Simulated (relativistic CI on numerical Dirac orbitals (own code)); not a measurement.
**Energy levels of Al⁴⁺**

Calculated at this level of theory: Dirac-Coulomb-Breit CI, orbitals from a KLI potential per configuration, a model potential for QED, valence Slater integrals scaled by 0.85, P86 correlation energy added to each configuration (own radial code, finite nucleus).

CI space (outside the closed core 1s2): 2s2 2p5, 2s 2p6, 2s2 2p4 3s, 2s2 2p4 3p, 2s2 2p4 3d, 2s2 2p4 4s, 2p6 3s, 2s2 2p4 4p, 2s 2p5 3s, 2s2 2p4 4d, 2s2 2p4 4f, 2p6 3p, 2s 2p5 3p, 2p6 3d, 2s2 2p3 3s2, 2s2 2p3 3s 3p. Levels of other configurations are missing.

The lowest level is 2s2 2p5 2P°_3/2, with 100 % of that term; Hund's rules for 2s2 2p5 give 2P° with J = 3/2, in agreement.

| No. | Configuration | Term | J | E (eV) | % | Lifetime (s) | jj configuration (%) |
| --- | --- | --- | --- | --- | --- | --- | --- |
| 1 | 2s2 2p5 | 2P° | 3/2 | 0.000 | 100 |  | 2p3/2^3 (100) |
| 2 | 2s2 2p5 | 2P° | 1/2 | 0.423 | 100 | 1.40e+00 | 2p1/2 2p3/2^4 (100) |
| 3 | 2s 2p6 | 2S | 1/2 | 46.568 | 99 | 3.06e-11 | 2s (99) |
| 4 | 2p4(3P) 3s | 4P | 5/2 | 93.395 | 99 | 3.03e-08 | 2p3/2^2 3s (70) |
| 5 | 2p4(3P) 3s | 4P | 3/2 | 93.660 | 98 | 1.75e-09 | 2p1/2 2p3/2^3 3s (82) |
| 6 | 2p4(3P) 3s | 4P | 1/2 | 93.813 | 99 | 7.61e-09 | 2p3/2^4 3s (39) |
| 7 | 2p4(3P) 3s | 2P | 3/2 | 94.826 | 98 | 2.04e-11 | 2p3/2^2 3s (54) |
| 8 | 2p4(3P) 3s | 2P | 1/2 | 95.138 | 99 | 2.02e-11 | 2p1/2 2p3/2^3 3s (62) |
| 9 | 2p4(1D) 3s | 2D | 5/2 | 98.434 | 99 | 5.27e-11 | 2p1/2 2p3/2^3 3s (70) |
| 10 | 2p4(1D) 3s | 2D | 3/2 | 98.438 | 99 | 5.26e-11 | 2p1/2 2p3/2^3 3s (72) |
| 11 | 2p4(3P) 3p | 4P° | 5/2 | 101.758 | 97 | 1.68e-09 | 2p3/2^2 3p3/2 (44) |
| 12 | 2p4(3P) 3p | 4P° | 3/2 | 101.851 | 97 | 1.68e-09 | 2p3/2^2 3p1/2 (42) |
| 13 | 2p4(3P) 3p | 4P° | 1/2 | 101.956 | 98 | 1.70e-09 | 2p1/2 2p3/2^3 3p1/2 (51) |
| 14 | 2p4(3P) 3p | 4D° | 7/2 | 102.667 | 100 | 1.17e-09 | 2p3/2^2 3p3/2 (71) |
| 15 | 2p4(3P) 3p | 4D° | 5/2 | 102.824 | 93 | 1.20e-09 | 2p1/2 2p3/2^3 3p3/2 (49) |
| 16 | 2p4(3P) 3p | 4D° | 3/2 | 102.950 | 97 | 1.19e-09 | 2p1/2 2p3/2^3 3p1/2 (62) |
| 17 | 2p4(3P) 3p | 4D° | 1/2 | 103.018 | 99 | 1.18e-09 | 2p3/2^4 3p1/2 (36) |
| 18 | 2p4(1S) 3s | 2S | 1/2 | 103.200 | 97 | 5.45e-11 | 2p3/2^2 3s (60) |
| 19 | 2p4(3P) 3p | 2D° | 5/2 | 103.397 | 94 | 1.42e-09 | 2p1/2 2p3/2^3 3p3/2 (45) |
| 20 | 2p4(3P) 3p | 2D° | 3/2 | 103.651 | 92 | 1.40e-09 | 2p1/2 2p3/2^3 3p3/2 (56) |
| 21 | 2p4(3P) 3p | 2S° | 1/2 | 103.732 | 52 | 1.24e-09 | 2p3/2^2 3p3/2 (78) |
| 22 | 2p4(3P) 3p | 4S° | 3/2 | 103.915 | 97 | 8.32e-10 | 2p1/2 2p3/2^3 3p3/2 (36) |
| 23 | 2p4(3P) 3p | 2P° | 3/2 | 104.035 | 91 | 1.17e-09 | 2p1/2 2p3/2^3 3p3/2 (41) |
| 24 | 2p4(3P) 3p | 2P° | 1/2 | 104.095 | 52 | 1.26e-09 | 2p1/2 2p3/2^3 3p3/2 (62) |
| 25 | 2p4(1D) 3p | 2F° | 5/2 | 107.101 | 100 | 1.41e-09 | 2p1/2 2p3/2^3 3p1/2 (58) |
| 26 | 2p4(1D) 3p | 2F° | 7/2 | 107.151 | 100 | 1.38e-09 | 2p1/2 2p3/2^3 3p3/2 (71) |
| 27 | 2p4(1D) 3p | 2D° | 3/2 | 107.984 | 100 | 1.04e-09 | 2p1/2 2p3/2^3 3p3/2 (37) |
| 28 | 2p4(1D) 3p | 2D° | 5/2 | 108.014 | 100 | 1.04e-09 | 2p1/2 2p3/2^3 3p3/2 (59) |
| 29 | 2p4(1D) 3p | 2P° | 3/2 | 109.528 | 97 | 3.45e-10 | 2p1/2 2p3/2^3 3p1/2 (47) |
| 30 | 2p4(1D) 3p | 2P° | 1/2 | 109.704 | 98 | 3.43e-10 | 2p1/2 2p3/2^3 3p3/2 (84) |
| 31 | 2p4(1S) 3p | 2P° | 3/2 | 112.440 | 97 | 7.51e-10 | 2p3/2^2 3p3/2 (63) |
| 32 | 2p4(1S) 3p | 2P° | 1/2 | 112.477 | 97 | 7.32e-10 | 2p3/2^2 3p1/2 (52) |
| 33 | 2p4(3P) 3d | 4D | 7/2 | 113.225 | 97 | 5.26e-10 | 2p3/2^2 3d5/2 (50) |
| 34 | 2p4(3P) 3d | 4D | 5/2 | 113.267 | 96 | 5.18e-10 | 2p3/2^2 3d3/2 (38) |
| 35 | 2p4(3P) 3d | 4D | 3/2 | 113.323 | 97 | 4.93e-10 | 2p3/2^2 3d3/2 (45) |
| 36 | 2p4(3P) 3d | 4D | 1/2 | 113.373 | 98 | 4.77e-10 | 2p1/2 2p3/2^3 3d3/2 (70) |
| 37 | 2p4(3P) 3d | 4F | 9/2 | 113.960 | 100 | 4.87e-10 | 2p3/2^2 3d5/2 (71) |
| 38 | 2p4(3P) 3d | 4F | 7/2 | 114.114 | 88 | 4.86e-10 | 2p3/2^2 3d3/2 (46) |
| 39 | 2p4(3P) 3d | 4F | 5/2 | 114.250 | 93 | 2.62e-10 | 2p1/2 2p3/2^3 3d3/2 (62) |
| 40 | 2p4(3P) 3d | 4F | 3/2 | 114.341 | 97 | 2.54e-10 | 2p1/2 2p3/2^3 3d3/2 (42) |
| 41 | 2p4(3P) 3d | 4P | 1/2 | 114.350 | 99 | 3.58e-10 | 2p3/2^2 3d3/2 (52) |
| 42 | 2p4(3P) 3d | 4P | 3/2 | 114.442 | 96 | 2.90e-10 | 2p1/2 2p3/2^3 3d5/2 (26) |
| 43 | 2p4(3P) 3d | 2F | 7/2 | 114.456 | 89 | 5.07e-10 | 2p1/2 2p3/2^3 3d5/2 (51) |
| 44 | 2p4(3P) 3d | 4P | 5/2 | 114.566 | 91 | 1.35e-10 | 2p1/2 2p3/2^3 3d5/2 (40) |
| 45 | 2p4(3P) 3d | 2F | 5/2 | 114.668 | 86 | 1.10e-10 | 2p1/2 2p3/2^3 3d5/2 (67) |
| 46 | 2p4(3P) 3d | 2P | 1/2 | 114.986 | 98 | 1.89e-11 | 2p3/2^2 3d5/2 (61) |
| 47 | 2p4(3P) 3d | 2D | 3/2 | 115.006 | 73 | 8.14e-12 | 2p3/2^2 3d5/2 (37) |
| 48 | 2p4(3P) 3d | 2D | 5/2 | 115.155 | 90 | 6.75e-12 | 2p1/2 2p3/2^3 3d3/2 (41) |
| 49 | 2p4(3P) 3d | 2P | 3/2 | 115.320 | 74 | 1.26e-11 | 2p1/2 2p3/2^3 3d5/2 (49) |
| 50 | 2p4(1D) 3d | 2G | 9/2 | 118.244 | 100 | 5.14e-10 | 2p1/2 2p3/2^3 3d5/2 (71) |
| 51 | 2p4(1D) 3d | 2G | 7/2 | 118.244 | 100 | 5.08e-10 | 2p1/2 2p3/2^3 3d3/2 (65) |
| 52 | 2p4(1D) 3d | 2S | 1/2 | 118.798 | 93 | 4.77e-12 | 2p1/2 2p3/2^3 3d3/2 (45) |
| 53 | 2p4(1D) 3d | 2P | 3/2 | 118.848 | 99 | 5.62e-12 | 2p1/2 2p3/2^3 3d5/2 (36) |
| 54 | 2p4(1D) 3d | 2P | 1/2 | 118.954 | 94 | 5.30e-12 | 2p1/2 2p3/2^3 3d5/2 (59) |
| 55 | 2p4(1D) 3d | 2F | 5/2 | 119.035 | 67 | 3.04e-11 | 2p1/2 2p3/2^3 3d5/2 (47) |
| 56 | 2p4(1D) 3d | 2F | 7/2 | 119.064 | 100 | 4.72e-10 | 2p1/2 2p3/2^3 3d5/2 (65) |
| 57 | 2p4(1D) 3d | 2D | 5/2 | 119.102 | 67 | 1.24e-11 | 2p1/2 2p3/2^3 3d3/2 (60) |
| 58 | 2p4(1D) 3d | 2D | 3/2 | 119.173 | 99 | 8.13e-12 | 2p1/2 2p3/2^3 3d3/2 (49) |
| 59 | 2p4(1S) 3d | 2D | 5/2 | 123.482 | 97 | 3.37e-11 | 2p3/2^2 3d5/2 (61) |
| 60 | 2p4(1S) 3d | 2D | 3/2 | 123.509 | 97 | 2.77e-11 | 2p3/2^2 3d3/2 (58) |
| 61 | 2p4(3P) 4s | 4P | 5/2 | 124.157 | 100 | 1.78e-10 | 2p3/2^2 4s (71) |
| 62 | 2p4(3P) 4s | 4P | 3/2 | 124.384 | 85 | 1.21e-10 | 2p1/2 2p3/2^3 4s (62) |
| 63 | 2p4(3P) 4s | 4P | 1/2 | 124.573 | 98 | 1.67e-10 | 2p1/2 2p3/2^3 4s (47) |
| 64 | 2p4(3P) 4s | 2P | 3/2 | 124.737 | 85 | 4.69e-11 | 2p1/2 2p3/2^3 4s (66) |
| 65 | 2p4(3P) 4s | 2P | 1/2 | 125.019 | 98 | 4.21e-11 | 2p1/2 2p3/2^3 4s (52) |
| 66 | 2p4(3P) 4p | 4P° | 5/2 | 127.171 | 92 | 3.09e-10 | 2p3/2^2 4p3/2 (46) |
| 67 | 2p4(3P) 4p | 4P° | 3/2 | 127.266 | 90 | 3.12e-10 | 2p3/2^2 4p1/2 (50) |
| 68 | 2p4(3P) 4p | 4P° | 1/2 | 127.393 | 94 | 3.06e-10 | 2p1/2 2p3/2^3 4p1/2 (45) |
| 69 | 2p4(3P) 4p | 4D° | 7/2 | 127.502 | 100 | 4.41e-10 | 2p3/2^2 4p3/2 (71) |
| 70 | 2p4(3P) 4p | 4D° | 5/2 | 127.630 | 62 | 3.98e-10 | 2p3/2^2 4p1/2 (48) |

Energies count from the lowest computed level; ° marks odd parity; lifetimes are radiative, by E1, M1, E2 decay to levels of this space only. Percentages are summed over parent terms; the parents shown are those of the largest component, closed shells are left out there. Filled j subshells are mostly left out of the jj labels.

The mean weight of the leading LS term, summed over parents, in these 70 levels is 93 %, and that of the leading jj configuration (from the same eigenvectors) 57 %, so LS coupling describes them better.

At this charge configurations can still be misplaced by up to about 7 % of their energy. 28 of the 30 excited levels that our extract of the measured tables holds in this range could be paired (the sources list more); they are missed by 2404 cm⁻¹ on average and 16779 at most, and levels without a partner can miss by more.

LS names give the leading component of a level, which can be under half, so a name can repeat, a term be missing and a line seem to break the LS rules.
